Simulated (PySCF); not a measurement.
## Excitation energy of C by level of theory

C [He] 2s2 2p2 (3P) → C [He] 2s1 2p3 (5S), as a difference of total energies. Computed with PySCF 2.14 in def2-TZVPPD (6s3p3d1f, 37 functions), with no relativity, point nucleus. Correlated levels: valence: 1s2 frozen; valence and next inner shell: nothing frozen. The calculations carry no spin-orbit coupling.

| method | excitation energy (eV) | error (eV) |
| --- | --- | --- |
| UHF | 2.571 | -1.608 |
| LDA | 4.056 | -0.123 |
| PBE | 4.109 | -0.070 |
| PBE0 | 4.006 | -0.173 |
| r2SCAN | 3.603 | -0.576 |
| B3LYP | 4.671 | +0.492 |
| M06-L | 3.928 | -0.251 |
| PW91 | 4.116 | -0.063 |
| r2SCANh | 3.634 | -0.545 |
| MP2 (valence) | 3.653 | -0.526 |
| SCS-MP2 (valence) | 4.201 | +0.022 |
| MP2 (valence and next inner shell) | 3.647 | -0.532 |
| SCS-MP2 (valence and next inner shell) | 4.197 | +0.018 |

Reference: 4.179 eV (measured; NIST levels, between the centres of gravity of the two terms).

Errors of the correlated levels include the incompleteness of this basis and the frozen core.
